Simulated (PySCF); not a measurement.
**Mayer bond orders and bond lengths**

Species: CH₉NOSi₂.
Numbering: `[CH3:1][NH:2][SiH2:3][O:4][SiH3:5]` (hydrogens: H6, H7, H8 on C1; H9 on N2; H10, H11 on Si3; H12, H13, H14 on Si5)

Structure used (PBE0-D3(BJ)/def2-SVP), in Å, numbered top down from 1:
```
atom  x, y, z in Å
C1     1.8354   -0.3847    0.7868
N2     1.3948   -0.2147   -0.5775
Si3    0.1881    0.8859   -1.1075
O4    -1.3870    0.3869   -0.8682
Si5   -2.3473   -0.2661    0.3117
H6     1.3454   -1.2267    1.3123
H7     2.9257   -0.5438    0.8465
H8     1.6162    0.5276    1.3639
H9     1.6430   -0.9845   -1.1895
H10    0.3814    2.1469   -0.3336
H11    0.3392    1.0631   -2.5753
H12   -3.7662   -0.2136   -0.1405
H13   -1.9683   -1.6894    0.5716
H14   -2.2083    0.4977    1.5915
```

Bond orders from the PBE0/pcSseg-1 density (PySCF). Isolated species at its PBE0-D3(BJ)/def2-SVP geometry (one conformer only).

Where do the orders between heavy atoms depart from those drawn in the SMILES?

The largest departure is 0.101, at Si3–O4 (drawn single, 0.899).

Set the Mayer orders of the bonds between heavy atoms beside their lengths.

```json
{"bond": "C1–N2", "drawn as": "single", "length (Å)": "1.444", "Mayer order": "0.964"}
{"bond": "N2–Si3", "drawn as": "single", "length (Å)": "1.717", "Mayer order": "1.039"}
{"bond": "Si3–O4", "drawn as": "single", "length (Å)": "1.670", "Mayer order": "0.899"}
{"bond": "O4–Si5", "drawn as": "single", "length (Å)": "1.656", "Mayer order": "0.928"}
```

Bonds between the same two heavy elements. O–Si: lowest Si3–O4 (0.899, 1.670 Å), highest O4–Si5 (0.928, 1.656 Å).

And the bonds to hydrogen?

C–H: 0.96 to 0.97 (3 bonds); H–N: 0.93 (1 bond); H–Si: 0.92 to 0.93 (5 bonds).

Sum the orders of all bonds at each heavy atom with more than one neighbour and set the sums beside the valence in the SMILES.

C1 3.858 (drawn 4), N2 2.933 (drawn 3), Si3 3.792 (drawn 4), O4 1.827 (drawn 2), Si5 3.694 (drawn 4). Orders between atoms that aren't bonded are not in these sums.

For a closed shell the Mayer order of atoms A and B is Σ (PS)μν (PS)νμ over the basis functions μ on A and ν on B, with P the density and S the overlap matrix.

These values come from a run that also computed NMR shieldings. Time: 14 s of wall time; peak memory 0.80 GiB. Hardware: Arm Neoverse V1, one thread, on a shared host.
